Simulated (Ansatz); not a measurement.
Compare A (`[SiH2]1[SiH2][SiH2][GeH2][GeH2][SiH2]1`) with its isomer B (`[SiH2]1[SiH2][GeH2][SiH2][GeH2][SiH2]1`).

Isolated molecules relaxed with PBE0-D4/def2-TZVP in Ansatz; ΔE leaves out vibrations. CBS: MP2 limit from def2 TZ/QZ plus the TZ coupled-cluster correction, frozen cores. DFT in def2-TZVPP. B3LYP here is the variant with VWN-RPA as its local correlation; programs differ in this. For Ge outer-core shells are correlated without core-valence functions, which leaves a few kJ/mol of doubt a bond. Scalar relativity is left out up to krypton.

A:

```xyz
18

Si   -0.314    2.060    0.546
Si    1.843    1.173    0.784
Si    1.886   -1.079    0.138
Ge    0.368   -1.397   -1.666
Ge   -1.889   -1.131   -0.795
Si   -1.878    0.395    1.039
H    -0.509    2.468   -0.875
H    -0.479    3.268    1.403
H     2.272    1.296    2.206
H     2.798    1.947   -0.059
H     3.271   -1.503   -0.212
H     1.417   -1.916    1.279
H     0.619   -0.325   -2.745
H     0.530   -2.780   -2.324
H    -2.811   -0.593   -1.906
H    -2.428   -2.504   -0.351
H    -3.241    0.950    1.269
H    -1.454   -0.329    2.271
```

B:

Z-matrix (Å, degrees):
```
Si
Si 1 2.337
Si 1 2.343 2 108.3
H 1 1.490 2 112.4 3 -122.6
H 1 1.491 2 108.3 3 117.8
Ge 2 2.388 1 108.0 3 -73.4
H 2 1.489 1 112.3 3 164.5
H 2 1.490 1 108.9 3 44.6
Ge 3 2.389 1 110.2 2 38.7
H 3 1.489 1 109.4 2 -81.8
H 3 1.490 1 110.1 2 159.3
Si 6 2.386 2 110.2 1 32.5
H 6 1.541 2 109.5 1 -88.5
H 6 1.541 2 109.8 1 153.3
H 9 1.542 3 108.9 1 -88.3
H 9 1.540 3 110.6 1 153.4
H 12 1.489 6 108.9 2 -82.9
H 12 1.489 6 110.8 2 158.0
```

Question: Which is lower in electronic energy at CCSD(T)/CBS, and by how much? (Best estimate.)

Answer: Computed: B, by 0.8 kJ/mol. So small a gap doesn't settle the order.

Question: Give E(B) − E(A) in kJ/mol with B3LYP, r2SCAN-D4, BLYP-D4, PBE0-D4, CCSD(T)/def2-SVP, CCSD/def2-TZVPP, CCSD(T)/def2-TZVPP. (Best estimate.)

Answer: Computed: B3LYP 0.7, r2SCAN-D4 -0.3, BLYP-D4 0.7, PBE0-D4 0.3, CCSD(T)/def2-SVP 0.6, CCSD/def2-TZVPP 0.2, CCSD(T)/def2-TZVPP 0.0. The order is the other way round with B3LYP, BLYP-D4, CCSD(T)/def2-SVP.

Largest T1 diagnostic: 0.013.

Leaving LDA and LC-ωPBE aside and taking each functional with its dispersion term where it has one, the values, not all of them listed here, spread over 1.6 kJ/mol, from ωB97M-V to BLYP-D4.
